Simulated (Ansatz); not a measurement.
Basis-set series for `OC1C[SiH2]N1`. The species carries charge 0 and has multiplicity 1. The geometry is a stationary point of PBE0-D4/def2-TZVP. It is one conformer, not always the lowest.

```
functional       basis  functions  energy (Eh)  HOMO (eV)  LUMO (eV)
   PBE0-D4    def2-SVP        109   -499.28645      -6.91       0.71
   PBE0-D4  def2-TZVPP        264   -499.63444      -7.06       0.17
   ωB97M-V    def2-SVP        109   -499.52577      -9.22       2.58
   ωB97M-V  def2-TZVPP        264   -499.88304      -9.39       1.73
```

(1) Give the rows for def2-QZVPP. (An estimate is asked.)

Results:

(1) Computed: 
```json
{"functional": "PBE0-D4", "basis": "def2-QZVPP", "functions": "508", "energy (Eh)": "-499.65661", "HOMO (eV)": "-7.10", "LUMO (eV)": "-0.02"}
{"functional": "ωB97M-V", "basis": "def2-QZVPP", "functions": "508", "energy (Eh)": "-499.90388", "HOMO (eV)": "-9.43", "LUMO (eV)": "1.25"}
```

Positive LUMOs are unbound and depend on the basis.
